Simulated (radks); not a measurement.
Results of a calculation; reference values are marked as such.
Spherical quantum dot in the effective-mass picture: electrons in a parabolic well V = omega^2 r^2 / 2 with omega = 2.34, with a point charge +1 (a donor) at the centre, all in effective atomic units (hartree* = m*/eps^2 hartree, bohr* = eps/m* bohr), one dielectric constant everywhere. Level of theory: non-relativistic Kohn-Sham, PBE, spin-polarised, spherical densities (a radial shooting solver with Libxc functionals). Levels are named by radial order and angular momentum (1s, 1p, 1d, 2s, ...), and open shells are averaged over m. Results are scaled to m* = 0.253 and eps = 11, for which hartree* = 56.9 meV and bohr* = 2.301 nm.

N = 23, configuration 1s2 1p6 1d10 2s2 1f(up 3, down 0). This is the lowest configuration that the search found. Occupied and some empty levels:

level    occupation  eigenvalue (meV)  <r> (nm)
1s up             1            1070.7     2.032
1s down           1            1071.8     2.013
1p up             3            1161.0     2.858
1p down           3            1163.8     2.840
2s up             1            1234.3     2.916
2s down           1            1237.3     2.921
1d up             5            1244.9     3.343
1d down           5            1248.7     3.332
1f up             3            1333.3     3.712
1f down           0            1337.6     3.708
2p up             0            1346.0     3.315
2p down           0            1348.7     3.324
1g up             0            1426.8     4.023
1g down           0            1431.3     4.025
2d up             0            1448.9     3.699
2d down           0            1451.5     3.706

Energy (meV): total 18400.3, kinetic 3326.5, external 6087.8, Hartree 9950.8, exchange-correlation -964.92.

Electron density:

r (nm)  n(r) (e/nm^3)
0.296          0.2348
0.625          0.1713
0.954          0.1268
1.28           0.1003
1.61          0.08867
1.94          0.08647
2.27          0.08756
2.60          0.08657
2.93          0.08031
3.26          0.06840
3.59          0.05280
3.92          0.03662
4.24          0.02268
4.57          0.01253
4.90         0.006170
5.23         0.002717
5.56         0.001061
5.89        0.0003721
6.22        0.0001161
6.55       0.00003233
